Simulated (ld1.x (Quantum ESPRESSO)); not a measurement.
Pseudopotential generation for erbium (Er): ultrasoft, PBEsol, scalar-relativistic.

Er (Z = 68), ultrasoft, made with ld1.x (Quantum ESPRESSO) 7.5 (PBEsol, scalar-relativistic). Core [Xe], reference 4f12 5d0 6s1 6p0 (charge +1). Waves: 6s (bound): rcut 2.85, rcutus 3.75 bohr; 6s channel at 0.7 Ry: rcut 2.85, rcutus 3.75 bohr; 6p (bound, empty): rcut 3.15, rcutus 4.40 bohr; 6p channel at 1.55 Ry: rcut 3.15, rcutus 4.40 bohr; 5d (bound, empty): rcut 2.85, rcutus 3.25 bohr; 5d channel at 0.75 Ry: rcut 2.85, rcutus 3.25 bohr; 4f (bound): rcut 0.85, rcutus 1.15 bohr; 4f channel at -0.25 Ry: rcut 0.85, rcutus 1.15 bohr. Local part: all-electron potential smoothed inside 3.15 bohr (lloc = -1). Core correction: Bessel-smoothed model core, default radius (core density twice the valence density). Augmentation charge: built from norm-conserving waves at rcut, not smoothed further.

All-electron outer shells of the reference configuration (PBEsol, scalar-relativistic, ld1.x):

| shell | level (eV) | outermost node (bohr) | outermost maximum (bohr) |
| --- | --- | --- | --- |
| 5s | -58.57 | 0.60 | 1.11 |
| 5p | -33.07 | 0.65 | 1.28 |
| 4f | -9.77 | – | 0.51 |
| 6s | -9.05 | 1.51 | 3.14 |
| 5d | -6.68 | 0.73 | 1.97 |
| 6p | -5.44 | 1.84 | 4.13 |

(1) Estimate the cutoffs (Ry, on a coarse ladder) from which the occupation-weighted sum of valence levels, in a spherical-Bessel basis at the reference potential, stays within 10 and 1 mRy of its value at 400 Ry.

(2) Does the potential have ghost states?

(3) Is the overlap operator S = 1 + Σ q|β⟩⟨β| positive definite (Bessel basis up to 400 Ry)?

(4) Which valence shell sets the plane-wave cutoff?

Results:

(1) 160 Ry and 260 Ry.

(2) Ghost state, extra bound levels that the all-electron valence spectrum of the same l lacks: d at -8.8 eV. A true bound ghost makes a file unfit for plane-wave use.

(3) Yes: its lowest eigenvalue is 0.27 (d channel).

(4) 4f: its level needs 160 Ry to come within 1 mRy, against 6 Ry for 6s.

Test run stopped at test 1 of 7 (negative rho).
